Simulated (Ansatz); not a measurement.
`[SH][Sn][Cl]`. Charge 0, multiplicity 1. Sn takes the def2 core potential. Geometry: relaxed with PBE0-D4/def2-TZVP. It is one conformer, not always the lowest.

```xyz
4

S     1.301    0.808    0.329
Sn   -1.100    1.001    0.030
Cl   -1.500   -1.296   -0.446
H     1.299   -0.514    0.087
```

What is the dipole moment at ωB97M-V/def2-TZVPP? (Best estimate.)

Computed: 2.21 D, with components (-0.89, 2.00, 0.24) D in this frame, pointing from negative to positive charge.

And with PBE, r2SCAN, B3LYP? (An estimate is asked.)

The calculation gave: PBE 1.97 D, r2SCAN 2.00 D, B3LYP 2.17 D.

Give the Mulliken charges with ωB97M-V, B3LYP, PBE in def2-TZVPP. (An estimate is asked.)

Ansatz gave: 
```csv
atom,ωB97M-V,B3LYP,PBE
S1,-0.37,-0.38,-0.36
Sn2,0.61,0.66,0.61
Cl3,-0.38,-0.41,-0.38
H4,0.14,0.13,0.13
```

B3LYP here is the variant with VWN-RPA as its local correlation; programs differ in this.
